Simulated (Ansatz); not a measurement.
C₃H₅FOSi, relaxed with RKS PBE0-D4/def2-TZVP in Ansatz 0.2.0 from a PBE-D4/def2-SVP geometry. The force threshold is 0.005 eV/Å; the program also tests the step.

Total charge 0; spin multiplicity 1. The bonds changed during the relaxation, so this is another structure than the one it started from.

Start:

```xyz
11

C    -1.249   -0.393   -1.182
Si   -0.679    0.378    0.436
C     1.255    0.228    0.410
C     2.227    0.384    1.494
F     2.807   -0.732    1.867
O     1.916    0.254   -0.654
H    -0.606   -0.010   -2.001
H    -2.304   -0.143   -1.407
H    -1.146   -1.496   -1.152
H    -1.203   -0.313    1.666
H    -1.017    1.842    0.522
```

```csv
step,energy (eV),largest force (eV/Å),largest move (Å)
1,-15821.6725,1.351,0.000
2,-15821.7321,0.518,0.069
3,-15821.7460,0.225,0.052
4,-15821.7535,0.157,0.057
5,-15821.7588,0.172,0.044
6,-15821.7651,0.266,0.094
7,-15821.7701,0.270,0.033
8,-15821.8211,0.979,0.190
9,-15821.8914,1.542,0.195
10,-15821.9919,4.165,0.195
11,-15822.6025,2.644,0.195
12,-15823.2279,1.893,0.195
13,-15823.7531,1.274,0.198
14,-15824.0365,2.807,0.195
15,-15824.1268,3.145,0.120
16,-15824.2180,1.625,0.194
17,-15824.3221,1.185,0.200
18,-15824.4153,0.309,0.200
19,-15824.4262,0.124,0.087
20,-15824.4327,0.366,0.200
21,-15824.4383,0.145,0.044
22,-15824.4410,0.039,0.054
23,-15824.4416,0.053,0.043
24,-15824.4420,0.030,0.040
25,-15824.4421,0.029,0.013
26,-15824.4422,0.008,0.005
27 (rejected),-15824.4422,0.014,0.004
28,-15824.4422,0.002,0.002
```

End:

```xyz
11

C    -1.109   -0.220   -0.991
Si   -0.607    0.211    0.754
C     1.963   -0.117   -0.226
C     1.251    0.178    0.846
F     1.901    0.455    2.009
O     2.505   -0.386   -1.214
H    -0.708    0.498   -1.710
H    -2.198   -0.204   -1.073
H    -0.766   -1.219   -1.269
H    -1.151   -0.764    1.736
H    -1.080    1.568    1.139
```

Run time 73 s (4 threads of an Intel Xeon Platinum 8488C on a shared host); peak host memory 0.64 GiB.
